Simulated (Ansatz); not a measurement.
## Counterpoise correction, worked out

The pair of HF (SMILES F, atoms 1–2) and BF3 (SMILES FB(F)F, atoms 3–6), both closed shells, in one local arrangement (a lower one may exist), relaxed at PBE0-D4/def2-TZVP:

F1  (-0.064, -0.403, -1.569)
H2  (0.139, 0.405, -1.967)
F3  (0.287, 1.243, 0.589)
B4  (-0.021, -0.012, 0.854)
F5  (0.935, -0.883, 1.070)
F6  (-1.277, -0.349, 1.023)
(Å)

Computed with Ansatz 0.2.0 (basis: def2-TZVPPD); correlated methods freeze the cores.

CCSD(T) total energies in eV:

| system | geometry | basis functions | energy |
| --- | --- | --- | --- |
| pair | pair | all | -11552.93975 |
| HF | as in the pair | all (partner as ghosts) | -2730.62912 |
| BF3 | as in the pair | all (partner as ghosts) | -8822.16620 |
| HF | as in the pair | its own | -2730.61299 |
| BF3 | as in the pair | its own | -8822.14916 |
| HF | free (PBE0-D4 minimum) | its own | -2730.61345 |
| BF3 | free (PBE0-D4 minimum) | its own | -8822.16405 |

(1) Work out the interaction energy with and without the counterpoise correction, the superposition error, and the binding energy from the relaxed fragments.

T1 diagnostic: at most 0.013.

Answers

(1) Without correction: -11552.93975 − (-2730.61299) − (-8822.14916) = -0.17760 eV.
With correction (each fragment in the whole basis): -11552.93975 − (-2730.62912) − (-8822.16620) = -0.14443 eV = -3.33 kcal/mol.
The superposition error is the difference, 0.03317 eV, 19 % of the uncorrected value: each fragment borrows its partner's functions.
Deformation from the free shapes: 0.00046 eV for HF and 0.01489 eV for BF3.
Binding energy from relaxed fragments: -0.14443 + 0.00046 + 0.01489 = -0.12908 eV = -2.98 kcal/mol (electronic, without zero-point energy; negative means bound). For comparison, the corrected interaction energy by CCSD(T) at an estimated basis limit (MP2 extrapolated from triple and quadruple zeta, plus CCSD(T) − MP2 in triple zeta) is -0.164 eV; triple zeta with the correction binds less.

For scale, one of the runs: CCSD(T)/def2-TZVPPD, 214 basis functions, launched by `ansatz run in.yaml --threads 4 --pin off --events-out ev --progress --plain --max-ram 9574MiB`. The run took 58 s on 4 CPU threads of an Intel Xeon Platinum 8259CL (shared host), with 3.6 GiB of host memory at its peak.
